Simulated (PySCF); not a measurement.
C2H9NSi3. Atoms are numbered in the order given.

```xyz
15

Si     3.4505    -1.1958     0.7374
C      1.9714    -0.3103     0.1010
C      0.9749     0.2840    -0.3310
Si    -0.5400     1.1548    -0.9358
N     -1.9082     0.9793     0.1388
Si    -3.0931    -0.3186     0.1667
H      3.0501    -2.5546     1.2385
H      4.4592    -1.3500    -0.3655
H      4.0635    -0.4133     1.8645
H     -0.9177     0.5634    -2.2613
H     -0.1946     2.6108    -1.0663
H     -1.8797     1.5713     0.9763
H     -2.7859    -1.4044     1.1681
H     -3.1073    -0.9223    -1.2085
H     -4.4514     0.2361     0.5054
```

Coordinates come from a PBE-D3(BJ)/def2-SVP optimisation. This is a generated structure with no PubChem entry under its InChIKey; it may be hypothetical. One conformer was computed; it need not be the lowest.

These are B3LYP/def2-TZVP (PySCF) values and carry that method's errors.

Gas-phase values at a fixed geometry.

```json
{
  "total_energy": "-1005.00281 hartree",
  "highest_occupied_level": "-7.44 eV",
  "lowest_empty_level": "-1.15 eV",
  "orbital_gap": "6.29 eV",
  "dipole_moment": "0.92 D",
  "quadrupole, principal values (traceless, Buckingham form, about the centre of nuclear charge)": "-3.64, -0.54, 4.18 D·Å",
  "mean_static_polarisability": "112.3 bohr³ (16.64 Å³)",
  "polarisability_principal_values": "86.9, 99.4, 150.6 bohr³"
}
```
